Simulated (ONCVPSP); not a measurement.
# Building the ONCV potential for chromium (PW91, scalar-relativistic).

```
Element                 : chromium (Cr)
Generator               : ONCVPSP 4.0.1
Type                    : optimised norm-conserving Vanderbilt (ONCV)
Functional              : PW91
Relativity              : scalar-relativistic
Frozen core             : [Ne]
Valence charge          : 14
Reference configuration : 3s2 3p6 3d5 4s1
Partial waves           : 3s+4s: rc 1.20 bohr, ncon 4, nbas 8, qcut 11 1/bohr, 2 projectors; 3p: rc 1.25 bohr, ncon 4, nbas 7, qcut 8.6 1/bohr, 1 projector; 3d: rc 1.75 bohr, ncon 4, nbas 9, qcut 7.8 1/bohr, 3 projectors, debl 1.3 Ha
Local potential         : polynomial inside 0.75 bohr (lpopt 5, dvloc0 0 Ha)
Core correction         : polynomial model core, fcfact 0.25
```

All-electron outer shells of the reference configuration (PW91, scalar-relativistic, ld1.x):

| shell | level (eV) | outermost node (bohr) | outermost maximum (bohr) |
| --- | --- | --- | --- |
| 2p | -561.01 | – | 0.20 |
| 3s | -73.98 | 0.36 | 0.78 |
| 3p | -45.47 | 0.33 | 0.80 |
| 4s | -4.05 | 1.12 | 2.74 |
| 3d | -2.97 | – | 0.84 |

(1) Estimate the cutoffs (Ha) at which the residual kinetic energy of the hardest occupied pseudo-wave falls to 1 and 0.1 mHa per electron.

(2) What does a ghost test show?

(3) Which valence shell sets the plane-wave cutoff?

Answers

(1) 40 Ha and 48 Ha.

(2) No bound ghost flagged; GHOST(+) flagged for s at 438.8 eV.

(3) 3s: 40 Ha for 1 mHa per electron, against 32 Ha for 4s.

Its largest configuration-test error is +7.6 meV (3s2 3p6 3d4 4s0). 1 of 4 tests not solved or not reliable.
